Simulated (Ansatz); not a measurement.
Consider the formal exchange of groups at a Ge–C bond: `FC[CH](F)[GeH3]` + `NCF` → `N[CH2][GeH3]` + `FCC(F)F`.

Computed with Ansatz on PBE0-D4/def2-TZVP structures; ΔE is electronic, products minus reactants. CBS: MP2 limit from def2 TZ/QZ plus the TZ coupled-cluster correction, frozen cores. Functionals use def2-TZVPP. For Ge outer-core shells are correlated without core-valence functions, which leaves a few kJ/mol of doubt a bond. Scalar relativity is left out up to krypton. One conformer a species, not always the lowest.

```csv
species,PBE-D4 energy (Eh)
`FC[CH](F)[GeH3]`,-2355.99419
`NCF`,-194.97814
`N[CH2][GeH3]`,-2173.64713
`FCC(F)F`,-377.32229
```

Question: Work out ΔE.

Answer: ΔE = (-2173.64713) + (-377.32229) − (-2355.99419) − (-194.97814) = 0.00291 Eh = +7.6 kJ/mol. CCSD(T)/CBS gives +1.4 kJ/mol.

Largest T1 diagnostic among the species: 0.012.

In def2-TZVPP, CCSD(T) changes the Hartree–Fock value by +5.5 kJ/mol (the triples alone add +1.2 kJ/mol) and MP2 by +5.5 kJ/mol. From PBE to PBE0 (25 % exact exchange), in def2-TZVPP and without D4, ΔE moves by −5.4 kJ/mol.
